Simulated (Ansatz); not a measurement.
Ansatz (a first-principles code) input:
A basis named .json is the Basis Set Exchange file of that set.

Ansatz 0.2 input:
```yaml
crystal:
  periodic: [false, false, false]
  atoms:
    - {symbol: O, position_ang: [-0.00000000, -0.00000000, -2.01585676]}
    - {symbol: B, position_ang: [-0.00000000, -0.00000000, -0.81788386]}
    - {symbol: B, position_ang: [0.00000000, 0.00000000, 0.81788386]}
    - {symbol: O, position_ang: [0.00000000, 0.00000000, 2.01585676]}
basis:
  gaussian:
    orbitals: cc-pVTZ
    fitting: {mean_field: def2-universal-jkfit, correlation: cc-pVTZ-RIFIT.json}
magnetization: {spin_polarized: false}
correlation: {method: mp2, electrons: outside_noble_gas}
```

### Question
What final total energy does it print?

### Answer
-199.89747 Eh (RI-MP2/cc-pVTZ). The basis has 120 functions.
